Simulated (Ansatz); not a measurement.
A short molecular-dynamics run on `[OH][Nb]([OH])([OH])([OH])[F]`.

```yaml
crystal:
  periodic: [false, false, false]
  atoms:
    - {symbol: O, position_ang: [-1.305855, -0.576848, -1.380422]}
    - {symbol: Nb, position_ang: [-0.232948, 0.212243, -0.043516]}
    - {symbol: O, position_ang: [0.725020, -1.380409, 0.348119]}
    - {symbol: O, position_ang: [-1.040840, 0.329201, 1.658006]}
    - {symbol: O, position_ang: [1.544085, 0.874430, -0.395678]}
    - {symbol: F, position_ang: [-0.743288, 1.967653, -0.521898]}
    - {symbol: H, position_ang: [-1.230678, -1.467711, -1.726686]}
    - {symbol: H, position_ang: [1.663839, -1.569171, 0.323745]}
    - {symbol: H, position_ang: [-0.871378, -0.235966, 2.413698]}
    - {symbol: H, position_ang: [1.575142, 1.795275, -0.672568]}
basis:
  gaussian: {orbitals: def2-SVP}
hamiltonian: {xc: {name: PBE}, dispersion: d3bjatm}
md: {timestep: 2 fs, n_steps: 50, ensemble: nvt_langevin, temperature: 1500, initial_velocities: maxwell_boltzmann, friction: 0.01, seed: 423}
```

```sh
$ ansatz run in.yaml --threads 4 --pin off --events-out ev --progress --plain --max-ram 11315MiB
```

```tsv
step	time (fs)	potential energy (eV)	kinetic (eV)	T (K)	conserved (eV)
0	0.0	-12509.1952	1.7450	1350	–
1	2.0	-12508.4126	1.5828	1224	–
2	4.0	-12508.4880	1.9081	1476	–
3	6.0	-12507.8741	1.3537	1047	–
4	8.0	-12508.6462	2.0911	1618	–
5	10.0	-12507.6748	1.5548	1203	–
6	12.0	-12508.3093	2.0513	1587	–
7	14.0	-12507.4904	1.5363	1189	–
8	16.0	-12508.3023	1.8872	1460	–
9	18.0	-12507.5007	1.5272	1182	–
10	20.0	-12508.1414	1.9453	1505	–
11	22.0	-12507.3488	1.1646	901	–
12	24.0	-12508.2732	1.6592	1284	–
13	26.0	-12507.3856	1.2406	960	–
14	28.0	-12508.0600	1.6123	1247	–
15	30.0	-12507.2743	1.0693	827	–
16	32.0	-12508.0318	1.7993	1392	–
17	34.0	-12507.2522	1.0270	794	–
18	36.0	-12508.0274	1.3688	1059	–
19	38.0	-12507.2736	0.8320	644	–
20	40.0	-12507.9988	1.3093	1013	–
21	42.0	-12507.3469	0.9551	739	–
22	44.0	-12508.0674	1.4268	1104	–
23	46.0	-12507.6031	1.0157	786	–
24	48.0	-12508.3320	1.5430	1194	–
25	50.0	-12507.5063	1.4548	1125	–
26	52.0	-12507.8677	1.8286	1415	–
27	54.0	-12507.0418	1.3988	1082	–
28	56.0	-12507.3747	1.7134	1326	–
29	58.0	-12507.2149	1.8423	1425	–
30	60.0	-12507.2674	1.9834	1534	–
31	62.0	-12506.7399	1.6932	1310	–
32	64.0	-12506.9047	1.6573	1282	–
33	66.0	-12506.6266	1.8697	1446	–
34	68.0	-12505.4396	2.2216	1719	–
35	70.0	-12504.8500	2.8517	2206	–
36	72.0	-12503.7366	1.6256	1258	–
37	74.0	-12505.4494	3.0595	2367	–
38	76.0	-12501.0579	13.3711	10344	–
39	78.0	-12497.6785	54.9240	42491	–
40	80.0	-12497.9014	59.4724	46010	–
41	82.0	-12493.4247	52.7563	40814	–
42	84.0	-12491.4884	49.8526	38568	–
43	86.0	-12490.1630	47.7695	36956	–
44	88.0	-12489.8085	44.8862	34726	–
45	90.0	-12489.2551	42.7331	33060	–
46	92.0	-12489.4140	41.1420	31829	–
47	94.0	-12489.2449	39.2646	30376	–
48	96.0	-12489.5718	37.6002	29089	–
49	98.0	-12488.9041	36.6375	28344	–
50	100.0	-12488.8342	34.8593	26968	–
```

Velocities are drawn at the set temperature; a run this short doesn't reach equilibrium. This trajectory blows up: temperature and conserved energy run away, a sign of too long a time step or a failed SCF, so its later frames mean nothing.

Frames (Å, forces in eV/Å):

```xyz
10
time=0.0 fs
O    -1.306   -0.577   -1.380   -0.346    0.399   -0.118
Nb   -0.233    0.212   -0.044   -0.131    0.174   -0.040
O     0.725   -1.380    0.348   -0.452   -0.272    0.119
O    -1.041    0.329    1.658   -0.340    0.419   -0.064
O     1.544    0.874   -0.396    0.458   -0.566    0.129
F    -0.743    1.968   -0.522   -0.102    0.424   -0.117
H    -1.231   -1.468   -1.727    0.026   -0.685   -0.293
H     1.664   -1.569    0.324    0.771   -0.197   -0.007
H    -0.871   -0.236    2.414    0.103   -0.419    0.608
H     1.575    1.795   -0.673    0.013    0.723   -0.216
10
time=6.0 fs
O    -1.362   -0.491   -1.380   -0.392   -0.991   -0.922
Nb   -0.232    0.206   -0.055   -0.325   -0.229    0.981
O     0.688   -1.378    0.377    3.932   -1.378    0.609
O    -1.002    0.350    1.652   -0.309   -2.793    5.115
O     1.557    0.861   -0.261    1.026    2.672   -1.192
F    -0.741    1.907   -0.604   -0.210    1.688   -0.273
H    -1.122   -1.226   -1.976   -0.161    0.037    0.011
H     1.732   -1.470    0.553   -3.196    0.192   -0.611
H    -0.927   -0.356    2.646   -0.228    3.135   -4.660
H     1.602    1.835   -0.632   -0.137   -2.334    0.941
10
time=12.0 fs
O    -1.437   -0.437   -1.393    0.800   -1.755   -1.738
Nb   -0.238    0.204   -0.071   -0.754   -0.926    2.486
O     0.664   -1.414    0.430    3.359   -0.124    0.335
O    -0.968    0.383    1.689   -0.594   -1.993    2.665
O     1.574    0.852   -0.131    0.388    2.262   -1.536
F    -0.753    1.879   -0.696    0.127    1.907   -0.230
H    -1.010   -0.893   -2.191   -0.922    0.602    1.078
H     1.694   -1.308    0.666   -2.974   -0.499   -0.714
H    -1.036   -0.281    2.557    0.413    2.347   -3.420
H     1.573    1.774   -0.600    0.157   -1.820    1.074
10
time=18.0 fs
O    -1.519   -0.434   -1.422    1.582   -0.623   -0.379
Nb   -0.247    0.207   -0.083   -0.820   -2.232    2.567
O     0.687   -1.466    0.453   -8.827   -0.386   -2.777
O    -0.918    0.412    1.720    1.176    5.907   -7.466
O     1.589    0.840   -0.027   -0.350   -5.475    1.694
F    -0.745    1.870   -0.797    0.584    1.391   -0.019
H    -1.110   -0.472   -2.335   -0.768   -0.035    0.734
H     1.514   -1.326    0.640    8.380    1.063    1.948
H    -1.054   -0.162    2.346   -1.193   -5.710    6.069
H     1.549    1.657   -0.363    0.237    6.101   -2.369
10
time=24.0 fs
O    -1.574   -0.475   -1.438    1.280   -0.407    2.323
Nb   -0.256    0.201   -0.090   -0.226   -1.895    1.417
O     0.694   -1.506    0.435    1.454    1.782   -0.518
O    -0.873    0.470    1.718   -0.858   -2.494    0.944
O     1.596    0.821    0.051   -0.595    2.412   -1.245
F    -0.712    1.892   -0.899    0.788    0.039    0.390
H    -1.374   -0.121   -2.300   -0.079    0.410   -1.344
H     1.706   -1.334    0.632   -2.507   -0.503   -0.451
H    -1.047   -0.366    2.363    0.619    2.582   -2.051
H     1.624    1.815   -0.228    0.125   -1.925    0.537
10
time=30.0 fs
O    -1.597   -0.516   -1.452    1.031    1.631   -0.170
Nb   -0.259    0.181   -0.085    0.558   -0.764   -0.976
O     0.717   -1.516    0.400    3.806    1.823   -0.278
O    -0.826    0.504    1.696   -1.104   -2.618    1.146
O     1.591    0.809    0.103    0.519    3.816   -1.301
F    -0.681    1.907   -0.982    0.799   -1.123    0.909
H    -1.784    0.079   -2.275    0.414   -1.301    1.853
H     1.912   -1.379    0.539   -5.288   -0.481   -0.616
H    -0.968   -0.403    2.219    0.382    2.543   -1.208
H     1.856    1.846   -0.122   -1.116   -3.525    0.641
10
time=36.0 fs
O    -1.601   -0.535   -1.453   -0.288    1.992    0.546
Nb   -0.259    0.156   -0.079    1.339    0.410   -2.800
O     0.736   -1.521    0.328    1.545    1.584   -0.225
O    -0.820    0.506    1.672   -0.928    1.854   -1.039
O     1.604    0.834    0.138   -0.236    1.556   -0.779
F    -0.627    1.906   -1.052    0.645   -1.729    1.341
H    -2.240    0.102   -1.986    1.862   -1.599    1.417
H     1.777   -1.384    0.472   -2.972   -0.339   -0.435
H    -0.804   -0.307    2.132   -0.027   -2.023    1.774
H     1.945    1.774   -0.069   -0.940   -1.705    0.199
10
time=42.0 fs
O    -1.615   -0.530   -1.416    5.453   -2.049    3.265
Nb   -0.253    0.138   -0.078    1.360    1.379   -2.374
O     0.715   -1.533    0.281  -10.034    0.351   -2.415
O    -0.841    0.523    1.671   -0.683   -0.178   -0.350
O     1.609    0.889    0.159   -4.562   -8.479    1.487
F    -0.563    1.887   -1.081    0.438   -1.831    1.406
H    -2.368   -0.099   -1.652   -3.959    2.414   -1.428
H     1.546   -1.457    0.464    9.099    0.701    1.922
H    -0.653   -0.233    2.256    0.000   -0.021    0.463
H     1.933    1.667   -0.017    2.888    7.713   -1.974
10
time=48.0 fs
O    -1.621   -0.503   -1.365    0.184    0.074    1.179
Nb   -0.256    0.129   -0.100    0.506    2.336   -0.137
O     0.645   -1.510    0.246    2.013    0.181    0.309
O    -0.857    0.532    1.679    0.463   -2.208    2.001
O     1.577    0.929    0.171   -0.036    0.993   -0.745
F    -0.492    1.843   -1.075    0.148   -0.969    0.796
H    -2.547   -0.178   -1.458    0.634   -0.103   -0.108
H     1.629   -1.400    0.530   -1.915   -0.303   -0.656
H    -0.567   -0.068    2.533   -0.933    2.042   -2.981
H     1.902    1.872   -0.082   -1.064   -2.043    0.342
10
time=54.0 fs
O    -1.605   -0.446   -1.331   -4.120   -0.419    0.226
Nb   -0.259    0.129   -0.120   -0.551    3.013    1.670
O     0.593   -1.478    0.194    4.546   -0.748    1.223
O    -0.878    0.496    1.667    0.883   -1.000    2.571
O     1.531    0.962    0.158    0.555    4.068   -1.771
F    -0.411    1.807   -1.048   -0.193    0.514   -0.217
H    -2.688   -0.385   -1.288    3.845   -0.149   -0.265
H     1.589   -1.231    0.568   -3.055   -1.029   -1.258
H    -0.489    0.235    2.652   -1.308    0.881   -3.765
H     1.619    2.114   -0.227   -0.602   -5.132    1.586
10
time=60.0 fs
O    -1.616   -0.396   -1.291   -5.591   -1.563   -0.338
Nb   -0.269    0.151   -0.133   -0.439    0.973    3.123
O     0.601   -1.450    0.169    1.878   -1.464    0.341
O    -0.921    0.480    1.642   -6.052   -0.985  -10.994
O     1.489    1.008    0.096    1.028   -2.887    1.219
F    -0.329    1.773   -1.018   -0.927    2.445   -1.665
H    -2.723   -0.571   -1.177    4.514    0.721   -0.554
H     1.510   -1.298    0.536   -0.360   -0.411   -0.315
H    -0.508    0.544    2.361    5.834    0.922   10.172
H     1.357    1.817   -0.350    0.115    2.248   -0.988
10
time=66.0 fs
O    -1.654   -0.375   -1.245   14.980    3.735   -2.042
Nb   -0.279    0.177   -0.141    0.966   -1.846    3.527
O     0.631   -1.445    0.156   -4.540   -0.113   -1.893
O    -0.993    0.478    1.584    0.900    1.025    1.734
O     1.435    1.032    0.071    1.551   -0.467    0.184
F    -0.258    1.781   -1.029   -2.252    3.500   -2.913
H    -2.418   -0.584   -1.193  -16.604   -4.563    0.717
H     1.457   -1.539    0.485    4.943   -0.623    1.757
H    -0.423    0.875    2.347   -1.294   -0.896   -1.734
H     1.151    1.765   -0.534    1.348    0.249    0.664
10
time=72.0 fs
O    -1.674   -0.382   -1.256   -6.375   -2.126   -0.893
Nb   -0.293    0.190   -0.139    2.727   -1.767    2.014
O     0.661   -1.458    0.127    0.234   -0.473    0.314
O    -1.088    0.469    1.536    2.475    3.362    3.916
O     1.413    1.053    0.065    0.725    2.414   -1.758
F    -0.214    1.844   -1.081   -2.213    2.658   -2.486
H    -2.930   -0.772   -1.246    5.601    1.799   -0.058
H     1.518   -1.837    0.465   -0.982    0.778   -0.543
H    -0.267    1.285    2.388   -3.112   -3.200   -3.366
H     1.133    2.035   -0.704    0.921   -3.446    2.860
10
time=78.0 fs
O    -1.646   -0.373   -1.299    0.303    0.494    0.633
Nb   -0.309    0.197   -0.130   -0.398   -1.217   -2.392
O     0.651   -1.482    0.086    1.979   -1.024    0.776
O    -1.198    0.509    1.508  -15.744  -18.666  -13.934
O     1.429    1.086    0.060    1.843  -20.978   12.919
F    -0.224    1.934   -1.146   -1.353   -0.718    0.131
H    -4.261   -1.223   -1.283    0.841    0.174    0.036
H     1.539   -2.025    0.296   -2.781    1.972   -0.724
H    -0.780    1.002    1.866   15.773   19.157   14.790
H     1.397    1.740   -0.321   -0.463   20.806  -12.236
10
time=84.0 fs
O    -1.362   -0.292   -1.330   -3.054   -1.673   -3.481
Nb   -0.316    0.201   -0.129    2.459    2.304    3.221
O     0.652   -1.499    0.045    2.315   -1.445    0.242
O    -1.381    0.454    1.418    0.863    1.086    0.306
O     1.469    0.994    0.166    0.949    1.081   -0.594
F    -0.253    2.008   -1.202    0.392    0.097    0.660
H    -9.614   -2.972   -1.302    0.002    0.001    0.000
H     1.514   -2.086    0.016   -2.308    1.820    0.062
H    -0.089    2.080    2.542   -0.783   -1.385   -1.016
H     1.559    3.124   -0.972   -0.837   -1.885    0.601
10
time=90.0 fs
O    -1.156   -0.254   -1.444   -3.321   -1.833   -5.196
Nb   -0.316    0.209   -0.115    2.571    3.164    5.149
O     0.666   -1.518    0.024   -6.262    4.582    1.336
O    -1.512    0.442    1.336    0.894    0.022   -0.792
O     1.513    0.930    0.254    0.112   -0.123   -0.402
F    -0.276    2.104   -1.235    0.591   -0.496    0.907
H   -14.732   -4.664   -1.383    0.001    0.000    0.000
H     1.382   -2.002   -0.070    6.257   -3.979   -0.803
H     0.220    2.535    2.923   -0.170   -0.491   -0.437
H     1.543    3.704   -1.283   -0.672   -0.847    0.238
10
time=96.0 fs
O    -1.052   -0.251   -1.642   -0.314    0.229   -0.354
Nb   -0.308    0.232   -0.080    0.791    1.383    0.433
O     0.664   -1.515    0.015   -0.721    0.647    0.612
O    -1.580    0.419    1.244    1.211   -0.166   -1.163
O     1.553    0.868    0.323   -1.002   -0.300   -0.208
F    -0.282    2.200   -1.254    0.463   -0.885    0.742
H   -19.546   -6.223   -1.386    0.000    0.000    0.000
H     1.436   -2.079   -0.139    0.254    0.111   -0.100
H     0.480    2.798    3.257   -0.004   -0.219   -0.227
H     1.379    3.995   -1.580   -0.678   -0.800    0.267
10
time=100.0 fs
O    -1.006   -0.257   -1.779    0.449    0.805    1.346
Nb   -0.304    0.256   -0.059    0.592    1.032   -1.575
O     0.640   -1.499    0.022    3.422   -2.419   -0.497
O    -1.604    0.399    1.171    1.265   -0.169   -0.969
O     1.572    0.838    0.371   -1.499   -0.338   -0.037
F    -0.291    2.261   -1.252    0.427   -1.036    0.591
H   -22.591   -7.199   -1.364    0.000    0.000    0.000
H     1.570   -2.155   -0.230   -4.024    3.121    0.951
H     0.676    2.915    3.471    0.050   -0.118   -0.182
H     1.185    4.078   -1.767   -0.684   -0.878    0.372
```

Hardware: 4 threads of an Arm Neoverse V2 on a shared host. Wall time 2.6 min, peak host memory 0.26 GiB.
